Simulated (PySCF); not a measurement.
## Solvent effects on NMR parameters

Numbering as in the mapped SMILES `[F:1][PH2+:2][B-:3]([F:4])([F:5])[F:6]`; H(Xn) means a hydrogen on atom n.

GIAO PBE0/pcSseg-1 in PySCF 2.14.0 with density-fitted response routines on one PBE0-D3(BJ)/def2-SVP conformer, non-relativistic, equivalent nuclei averaged. Solvents enter as an IEF-PCM continuum (acetone with ε = 20.5, water with ε = 78.4) around the gas-phase geometry. Shifts are referred to CFCl3, BF3·OEt2, TMS computed in the same medium.

Gas phase, δ in ppm: F4/F5/F6 -123.7, F1 -287.7, B3 2.7, H(P2) 6.90. Dipole moment 3.94 D.

(1) How does each δ change in the continuum?

(2) Which of the listed nuclei move most (in ppm), and what does the model miss?

Answers

(1) 
| atoms | environment | Δδ, acetone | Δδ, water |
| --- | --- | --- | --- |
| F4/F5/F6 | fluorine bonded to B | -4.2 | -4.4 |
| F1 | fluorine bonded to P | +0.1 | +0.1 |
| B3 | boron bonded to 3 F, P | -0.6 | -0.6 |
| H(P2) | hydrogen on a phosphorus bonded to B, F | +0.47 | +0.50 |

Changes are relative to the gas phase. The dipole moment becomes 4.80 D in acetone, 4.85 D in water.

(2) F4/F5/F6 (fluorine bonded to B, -4.4 ppm) in water. A continuum only polarises the solute; specific hydrogen bonds, the anisotropy of aromatic solvents and changes of geometry or conformer are outside it.
